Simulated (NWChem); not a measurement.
System: HgBr2; SMILES [Br][Hg][Br]

This build's default masses of Se (78.918 u) and Br (79.917 u) are each other's, which moves their modes by up to 0.6 %. def2 effective core potentials on Hg; no spin-orbit coupling.

Q: Give the equilibrium geometry at PBE0/def2-SVP with def2 effective core potentials on Hg (NWChem) as a Z-matrix, with the point group.

A: point group D*h; any orientation.
```
Hg
Br 1 2.4136
Br 1 2.4136 2 180.00
```
